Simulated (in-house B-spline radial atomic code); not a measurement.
# RPA and G0W0 on HSE06: Ni VI (Ni5+)

Configuration [Ar] 3d5, highest spin, mean-field start HSE06. Computed with an all-electron radial atomic-structure program (B-spline basis): all electrons, scalar-relativistic (spin-free one-electron X2C), finite nucleus, each spin shell either full or empty, empty states to l = 9 with an (l + 1/2)⁻⁴ tail; G0W0 by contour deformation at full frequency.

Command:
```bash
python run_gw.py task.json out
```
Settings (radii: box in bohr, nucleus in fm):
```
Z                        28
electrons                23
configuration            [Ar] 3d5
hamiltonian              x2c
method                   hse06
lmax                     9
rms_radius               3.7757
spin_polarised           True
box_radius               10.43
intervals                68
```

Time taken, with all properties: 3.1 s on 1 thread of Arm Neoverse V1 (shared host).

Energies (hartree):

```
                                     term        value
                         mean-field total  -1513.28471
Hartree-Fock functional on these orbitals  -1512.41555
                      direct second order      -1.7442
                    second-order exchange      0.57183
                         SOSEX correction      0.53274
```

(1) What is the RPA correlation energy, and what remains with SOSEX?

Quasi-particle levels (eV):

```csv
level,occupied,mean field,Σx - vxc,Σc,QP weight,G0W0
3d up,yes,-98.26,-11.09,?,?,?
3p down,yes,-156.12,-9.99,0.54,0.954,-165.56
3d down,no,-84.48,13.23,-5.31,0.963,-76.56
```

G0W0 = mean field + (Σx - vxc) + Σc, with Σc (partial-wave tail included) taken at the quasi-particle energy. Only the outer levels were computed. Levels of low weight are left out.

(2) Where does G0W0 put 3d up?

## Answers

(1) RPA gives -1.5602 hartree (-1.85 eV per electron); RPA + SOSEX gives -1.0274, and the second-order doubles -1.1724 hartree (no singles). SOSEX takes back 34 % of the RPA value.

(2) At -107.93 eV, with Σc = 1.41 eV and a quasi-particle weight of 0.960. The tabulated removal energy is 108 ± 1 eV (NIST, semi-empirical); the calculation leaves out spin-orbit coupling, Breit and QED terms, and what these don't explain is the method's own error.
